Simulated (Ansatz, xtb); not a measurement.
## Relative energy of two structures of ClH2O2Sn−

We compare I, `[O-][Sn@H]([OH])[Cl]`, a singlet, with II, a triplet given by its coordinates. Both are isolated ions in the gas phase, relaxed with r2SCAN-D4/def2-SVPD; the shapes shown needn't be the lowest conformers.

I (Å):

```xyz
6

Cl   -2.7832   -0.6530    2.5683
O    -3.0955    0.3880   -0.9588
O    -1.0596    1.9966    1.0611
Sn   -2.8668    1.0777    0.7845
H    -3.8977    2.2031    1.5998
H    -0.4750    1.6606    0.3686
```

II (Å):

```yaml
atoms:
  - { symbol: Cl, position_ang: [-1.0780, -1.4169, 0.4608] }
  - { symbol: O, position_ang: [-3.8391, 0.6917, 0.7971] }
  - { symbol: O, position_ang: [-1.8242, 3.1058, 1.6143] }
  - { symbol: Sn, position_ang: [-1.8156, 1.0459, 1.0788] }
  - { symbol: H, position_ang: [-3.8835, -0.2519, 0.5863] }
  - { symbol: H, position_ang: [-1.6831, 3.5648, 0.7750] }
```

Close contacts (Å): Cl1–Sn4 2.64, O2–Sn4 2.07, O3–Sn4 2.13, O2–H5 0.97, O3–H6 0.97.

Task: Estimate which is lower in electronic energy at CCSD(T)/def2-SVPD + ΔMP2/def2-TZVPPD, and by roughly how much.

Result: The CCSD(T)/def2-SVPD + ΔMP2/def2-TZVPPD calculation puts structure I lower, by 1.010 eV.

The same difference at several levels:

```csv
level,geometry,E(II) − E(I) (eV),departure from the last row (eV),"job, with rough time for the two"
r2SCAN-D4/def2-SVPD,r2SCAN-D4/def2-SVPD,+0.480,−0.530,"optimisation, 4.5 min"
HF/def2-SVPD,r2SCAN-D4/def2-SVPD,−0.069,−1.080,part of the CCSD(T) run
MP2/def2-SVPD,r2SCAN-D4/def2-SVPD,+0.879,−0.131,part of the CCSD(T) run
CCSD(T)/def2-SVPD,r2SCAN-D4/def2-SVPD,+0.757,−0.253,single point
CCSD(T)/def2-SVPD + ΔMP2/def2-TZVPPD,r2SCAN-D4/def2-SVPD,+1.010,,"single point, 2.5 min"
```

HF/def2-SVPD puts the two in the other order. The largest departure from CCSD(T)/def2-SVPD + ΔMP2/def2-TZVPPD is that of HF/def2-SVPD, 1.080 eV. At CCSD(T)/def2-SVPD + ΔMP2/def2-TZVPPD a singlet with the links of II lies below this triplet. Levels run at GFN2-xTB geometries aren't shown. The last row adds to CCSD(T) the change of the MP2 difference between the two basis sets, here +0.253 eV, a large step that makes the value less sure.

With harmonic frequencies from r2SCAN-D4/def2-SVPD (ideal gas, rigid rotor, one conformer each, 298.15 K, 1 atm): the zero-point term adds +0.083 eV; ΔH is +1.114 and ΔG +1.029 eV.

Open shells are spin-unrestricted. The correlated steps freeze 11 core orbitals; the filled d shell of Sn is correlated, in a basis made for valence electrons. Atoms past krypton carry core potentials in the def2 sets and no spin–orbit term is included. ΔG holds the spin degeneracy. Programs: Ansatz 0.2.0; the last row on 2 threads of Arm Neoverse V1 on a shared host.
